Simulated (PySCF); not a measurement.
[FeF4]2- holds Fe(II), d6, at total charge -2. The structure is a PBE0-D3(BJ)/def2-TZVP, IEF-PCM water geometry optimised for multiplicity 5; coordination distorted tetrahedral, point group D2d, metal–donor distances 1.95 Å.

```
5

Fe    0.0000    0.0000    0.0000
F     0.6759    1.2903    1.2903
F     0.6759   -1.2903   -1.2903
F    -0.6759   -1.2903    1.2903
F    -0.6759    1.2903   -1.2903
```

Method (PySCF 2.14, density fitting): CASSCF(6,5) with orbitals averaged over all microstates of the shell, strongly contracted NEVPT2 on the averaged canonical orbitals; basis x2c-TZVPall on the metal, x2c-SVPall elsewhere; spin-free X2C; IEF-PCM water; spin-orbit coupling by state interaction with the mean-field operator over all roots.

What is the ground state?

5A1 (S = 2, orbital degeneracy 1), orbital occupations from the lowest 2.0 1.0 1.0 1.0 1.0, by NEVPT2.

List the excited states of the same spin.

By NEVPT2: 5E at 4022 cm⁻¹; 5B1 at 5458 cm⁻¹; 5B2 at 14221 cm⁻¹ (703 nm). The strongest, at 14221 cm⁻¹, has f = 2.0e-04.

Which is the lowest state of another spin?

3A2 at 14626 cm⁻¹ by NEVPT2; CASSCF alone puts it at 17788 cm⁻¹ above the same ground state.

Give the fitted ligand-field and repulsion parameters.

At CASSCF level (the NEVPT2 levels don't fit a ligand-field model well): orbital energies 0, 2884, 2884, 4282, 11575 cm⁻¹; B = 1126 cm⁻¹; C = 4211 cm⁻¹; B over its free-ion value at the same level 0.953; rms of the fit 97 cm⁻¹; ζ = 400 cm⁻¹ (free ion 412).

What magnetic behaviour follows?

The ground multiplet follows a spin Hamiltonian with S = 2, g = 2.000, 2.137, 2.137, D = 9.71 cm⁻¹, E/|D| = 0.00 (spin-orbit part alone); the lowest levels hold 99 % of the spin-free ground state. μeff is 5.19 μB at 300 K and 4.74 μB at 10 K; the spin-only value is 4.90 μB.

No frequencies were computed for the optimised geometry. NEVPT2 lifts 5E from 3168 to 4022 cm⁻¹; on the d shell alone such lifts tend to overshoot. Gaps between spin states lean to high spin in this active space.

The job took 9.2 s on one thread of Arm Neoverse V1 (shared host), with 104 basis functions, launched as `OMP_NUM_THREADS=1 python lf_run.py task.json out`.
